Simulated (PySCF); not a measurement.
Q: Write Cartesian coordinates for bromocyclobutane, `BrC1CCC1` as optimised with PBE0-D3(BJ)/def2-SVP.

A: 
```xyz
12
C4H7Br angstrom
Br     2.685    0.163   -0.688
C      0.999   -0.012    0.255
C     -0.071    1.061    0.044
C     -1.115   -0.072    0.134
C      0.005   -1.077   -0.211
H      1.267   -0.129    1.314
H     -0.111    1.891    0.764
H     -0.015    1.472   -0.975
H     -1.976   -0.021   -0.547
H     -1.487   -0.208    1.160
H      0.080   -1.232   -1.297
H      0.028   -2.053    0.294
```

Orientation and origin are arbitrary. Atoms count from 1 in this order. The 4-membered ring C2–C3–C4–C5 has internal angles of 87.1° to 89.5°; it is puckered, 0.14 Å rms from its mean plane, widest ring torsion 21°.

Bonds between heavy atoms (Å): Br1–C2 1.940, C2–C3 1.530, C3–C4 1.543, C4–C5 1.543, C2–C5 1.530.

Method: PBE0-D3(BJ)/def2-SVP geometry optimisation, gas phase in PySCF 2.14.0.

Point group: Cs (tolerance 0.08 Å). No PBE0-D3(BJ)/def2-SVP frequencies stand behind this structure, so it isn't proved a minimum. One conformer, not necessarily the lowest (Br1–C2–C3–C4 144°, C2–C3–C4–C5 -21°, C3–C4–C5–C2 21°, Br1–C2–C5–C4 -143°).
